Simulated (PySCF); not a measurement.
formamidinium (CH5N2), SMILES NC=[NH2+], charge +1.

Coordinates come from a PBE0-D3(BJ)/def2-TZVP optimisation. One conformer was computed; it need not be the lowest.

Calculation: PBE0-D3(BJ)/def2-TZVP (PySCF 2.14.0).

No scaling factor is applied to the harmonic values.

| mode | ν (cm⁻¹) | IR (km/mol) | moving atoms (share of kinetic energy) |
|---|---|---|---|
| 1 | 520 | 0.7 | H 47 %, N 32 %, C 22 % |
| 2 | 550 | 0.0 | H 92 %, N 8 % |
| 3 | 610 | 0.0 | H 85 %, N 15 % |
| 4 | 635 | 443.5 | H 87 %, N 13 % |
| 5 | 728 | 15.0 | H 57 %, C 29 %, N 14 % |
| 6 | 1038 | 1.0 | H 87 %, N 13 % |
| 7 | 1087 | 17.2 | H 80 %, C 19 % |
| 8 | 1137 | 4.5 | N 50 %, H 49 % |
| 9 | 1387 | 53.6 | H 83 %, N 14 % |
| 10 | 1425 | 7.7 | C 40 %, H 36 %, N 24 % |
| 11 | 1616 | 17.4 | H 86 %, C 13 % |
| 12 | 1694 | 43.0 | H 80 %, N 18 % |
| 13 | 1795 | 434.0 | C 54 %, N 29 %, H 17 % |
| 14 | 3217 | 7.4 | H 91 %, C 9 % |
| 15 | 3568 | 313.8 | H 96 % |
| 16 | 3584 | 45.2 | H 96 % |
| 17 | 3688 | 101.6 | H 91 %, N 9 % |
| 18 | 3689 | 200.4 | H 90 %, N 10 % |
